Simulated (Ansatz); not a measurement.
Start from `Cl[Si](Cl)(Cl)[SeH]` and change one atom or group to get `O=C=N[Si](Cl)(Cl)Cl`.

Ansatz, PBE0-D4/def2-TZVP geometries, multiplicity 1. Each molecule was computed in one conformer, which needn't be the lowest.

Scalar relativity is left out up to krypton.

| property | `Cl[Si](Cl)(Cl)[SeH]` |
| --- | --- |
| LUMO energy (PBE0/def2-TZVPP) / eV | -0.89 |
| HOMO–LUMO gap (B3LYP/def2-TZVPP) / eV | 6.32 |
| size of the dipole moment (PBE/def2-TZVPP) / D | 0.99 |
| LUMO energy (B3LYP/def2-TZVPP) / eV | -1.13 |
| size of the dipole moment (ωB97M-V/def2-TZVPP) / D | 0.99 |
| LUMO energy (ωB97M-V/def2-TZVPP) / eV | 1.11 |

Q: What does the change do to each property? (Best estimate.)

A: The calculation gave: 
```tsv
property	`O=C=N[Si](Cl)(Cl)Cl`	shift
LUMO energy (PBE0/def2-TZVPP) / eV	-0.36	0.53
HOMO–LUMO gap (B3LYP/def2-TZVPP) / eV	8.46	2.14
size of the dipole moment (PBE/def2-TZVPP) / D	0.44	-0.55
LUMO energy (B3LYP/def2-TZVPP) / eV	-0.60	0.53
size of the dipole moment (ωB97M-V/def2-TZVPP) / D	0.44	-0.55
LUMO energy (ωB97M-V/def2-TZVPP) / eV	1.79	0.68
```

With PBE0 the HOMO falls by 1.63 eV and the LUMO rises by 0.53 eV, so the gap widens by about 2.16 eV. PBE moves the HOMO by -1.39 eV and ωB97M-V by -1.68 eV. Dipoles are sizes alone; their direction can turn.

B3LYP here is the variant with VWN-RPA as its local correlation; programs differ in this.

Spin–orbit coupling is left out; it splits and shifts lone-pair levels of the heavy atoms by tenths of an eV.
